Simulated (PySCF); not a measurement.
Ni(CO)2 (C2NiO2), SMILES [O+]#[C-]->[Ni]<-[C-]#[O+], multiplicity 1.

Coordinates come from a B3LYP-D3(BJ)/def2-SVP optimisation. The multiplicity is an assumed one; other spin states were not compared.

These are PySCF with TDA-M06-2X/def2-SVPD values and carry that method's errors.

Vertical excitations. The molecule is in vacuum. State labels are in the subgroup C2v.

```tsv
state	symmetry	energy (eV)	λ (nm)	f	main pairs
S1	A2	2.95	420	0.000	HOMO−1→LUMO 94 %
S2	A1	3.02	411	0.020	HOMO→LUMO+1 76 %, HOMO−4→LUMO+1 15 %
S3	B1	3.06	405	0.014	HOMO→LUMO 58 %, HOMO−3→LUMO+1 28 %, HOMO−4→LUMO 9 %
S4	B2	3.15	393	0.013	HOMO−1→LUMO+1 60 %, HOMO−2→LUMO 36 %
S5	A2	3.29	377	0.000	HOMO−2→LUMO+1 91 %
S6	B1	3.37	368	0.001	HOMO−4→LUMO 49 %, HOMO−3→LUMO+1 44 %
S7	A1	3.37	368	0.001	HOMO−3→LUMO 50 %, HOMO−4→LUMO+1 45 %
S8	B1	3.63	341	0.052	HOMO−4→LUMO 38 %, HOMO→LUMO 35 %, HOMO−3→LUMO+1 23 %
S9	A1	3.94	315	0.048	HOMO−3→LUMO 39 %, HOMO−4→LUMO+1 31 %, HOMO→LUMO+1 14 %
S10	B2	4.20	295	0.117	HOMO−2→LUMO 39 %, HOMO−1→LUMO+1 21 %, HOMO→LUMO+5 15 %, HOMO→LUMO+3 10 %
T1	B2	2.55	487	0	HOMO−1→LUMO+1 92 %
T2	A1	2.59	479	0	HOMO→LUMO+1 84 %
T3	B1	2.70	459	0	HOMO→LUMO 94 %
T4	A2	2.73	453	0	HOMO−1→LUMO 95 %
```
Triplets are in the Tamm–Dancoff approximation.
